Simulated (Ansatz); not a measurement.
Two structures, one formula

The two ends of one reaction step of SiH$_{4}$ClOF, singlet (PBE0-D4/def2-TZVP).

A:

```xyz
8
angstrom
Si -0.5933 0.1382 0.0253
F 2.0896 -1.9448 0.3304
H -0.4975 -0.7067 -1.1830
H -0.8365 -0.6085 1.2691
O -1.7642 1.2655 -0.0875
H 2.1451 -1.0178 0.3174
Cl 1.2659 1.0581 0.1992
H -1.8090 1.8159 -0.8710
```

B:

```xyz
8
angstrom
Si -0.7670 -0.7273 0.1479
F 0.7229 -1.0326 0.6800
H -0.7771 -1.1887 -1.2582
H -1.7146 -1.4483 1.0162
O -1.0919 0.8571 0.2968
H 2.0479 0.4972 0.0089
Cl 2.1189 1.5631 -0.7072
H -0.5390 1.4793 -0.1844
```

Ansatz 0.2.0; basis: def2-TZVPP; cores frozen in the correlated methods. B3LYP uses VWN-RPA correlation.

Which structure is lower at CCSD(T), and by how much? (Judge from chemistry; the value comes from the calculation.)

The calculation gives: B, by 12.13 kcal/mol (electronic energy, against the other). By their contacts, A is a complex of SiH₃ClO ([OH][SiH2][Cl]) + HF and B is a complex of SiH₃OF ([OH][SiH2][F]) + HCl.

All methods give the same order:

| method | E(B) − E(A) (kcal/mol) |
| --- | --- |
| SPW92 | -10.22 |
| PBE-D4 | -9.31 |
| BLYP-D4 | -11.88 |
| r2SCAN-D4 | -11.38 |
| B97M-V | -12.77 |
| PBE0-D4 | -9.57 |
| B3LYP-D4 | -12.08 |
| r2SCAN0-D4 | -11.14 |
| BHLYP-D4 | -12.84 |
| CAM-B3LYP-D4 | -13.31 |
| wB97X-V | -11.67 |
| wB97M-V | -11.47 |
| B2PLYP | -12.24 |
| PBE-QIDH | -10.34 |
| RPA on PBE | -12.90 |
| HF | -14.12 |
| MP2 | -11.11 |
| CCSD | -12.57 |
| CCSD(T) | -12.13 |

T1 diagnostic: at most 0.011.

Labels in which every atom is bracketed show which atoms are joined, not bond orders.

For scale, one of the runs: CCSD(T)/def2-TZVPP, 202 basis functions, launched by `ansatz run in.yaml --threads 4 --pin off --events-out ev --progress --plain --max-ram 9574MiB`. The run took 60 s on 4 CPU threads of an Arm Neoverse V1 (shared host), with 2.5 GiB of host memory at its peak.
